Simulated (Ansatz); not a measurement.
Geometry optimisation, RKS PBE/def2-SVP (Ansatz).

The input (input.yaml):

```yaml
crystal:
  periodic: [false, false, false]
  atoms:
    - { symbol: Ga, position_ang: [0.0, 0.0, 0.0] }
    - { symbol: H, position_ang: [0.0, 0.0, 1.92] }
    - { symbol: C, position_ang: [1.7147, 0.0, -0.99] }
    - { symbol: H, position_ang: [2.0443, -1.0462, -1.1602] }
    - { symbol: H, position_ang: [1.5782, 0.508, -1.9674] }
    - { symbol: C, position_ang: [2.7685, 0.7369, -0.1795] }
    - { symbol: H, position_ang: [3.6923, 0.1238, -0.1284] }
    - { symbol: H, position_ang: [2.9965, 1.7088, -0.6648] }
    - { symbol: H, position_ang: [2.3873, 0.9171, 0.8472] }
    - { symbol: H, position_ang: [-1.3596, 0.0, -0.785] }
    - { symbol: Si, position_ang: [0.1099, -2.4934, 0.8293] }
    - { symbol: H, position_ang: [-0.68, -3.3385, -0.0614] }
    - { symbol: H, position_ang: [1.4976, -2.9474, 0.826] }
    - { symbol: H, position_ang: [-0.4266, -2.5804, 2.1843] }
    - { symbol: H, position_ang: [0.043, -0.9746, 1.9843] }
basis:
  gaussian: { orbitals: def2-SVP }
hamiltonian:
  xc: pbe
relax:
  f_tol: 0.15
  max_steps: 25
  restrain:
    - { distance: [0, 10], at: 3.53, k: 30.0 }
    - { distance: [14, 1], at: 1.86, k: 30.0 }
    - { distance: [0, 1], at: 1.57, k: 30.0 }
    - { distance: [14, 10], at: 1.46, k: 30.0 }
```

Command:

```bash
$ ansatz run input.yaml --threads 4 --pin off --max-ram 5120MiB --backend cpu --events-out ev --progress --plain --runs-dir out
```

Where does it end, and by what steps?

The forces met the threshold. The restraints hold the end off the free minimum; the threshold counts their pulls, which the force column leaves out. Restrained pairs: Ga1–Si11 (2.63 → 3.53 Å), H2–H15 (0.98 → 1.88 Å), Ga1–H2 (1.92 → 1.57 Å), Si11–H15 (1.91 → 1.49 Å). After 11 steps the energy has fallen by 2.286 eV (the restraints' own energy left out); H14 moved furthest, 0.89 Å.

| step | energy less start (eV) | largest force component (eV/Å) | accepted |
| --- | --- | --- | --- |
| 0 | 0.0000 | 1.999 | yes |
| 1 | 0.3466 | 2.287 | yes |
| 2 | 0.1603 | 2.803 | yes |
| 3 | -0.6181 | 1.976 | yes |
| 4 | -1.4460 | 1.589 | yes |
| 5 | -1.9703 | 1.068 | yes |
| 6 | -2.1979 | 0.618 | yes |
| 7 | -2.2299 | 0.589 | yes |
| 8 | -2.2529 | 0.723 | yes |
| 9 | -2.2799 | 0.699 | yes |
| 10 | -2.2690 | 0.691 | no |
| 11 | -2.2860 | 0.704 | yes |

```xyz
15
Properties=species:S:1:pos:R:3
Ga -0.042 0.359 -0.123
H -0.127 0.510 1.442
C 1.747 0.196 -0.990
H 1.912 -0.901 -1.111
H 1.671 0.586 -2.028
C 2.916 0.836 -0.232
H 3.900 0.596 -0.695
H 2.833 1.946 -0.209
H 2.960 0.499 0.827
H -1.391 0.217 -0.945
Si -0.004 -2.848 1.340
H -0.780 -3.434 0.194
H 1.438 -3.256 1.229
H -0.578 -3.329 2.643
H -0.087 -1.364 1.315
```

Run time: 14 s on 4 threads of AMD EPYC 9B14 (Zen 4), with other jobs on the host, peak memory 0.21 GiB.
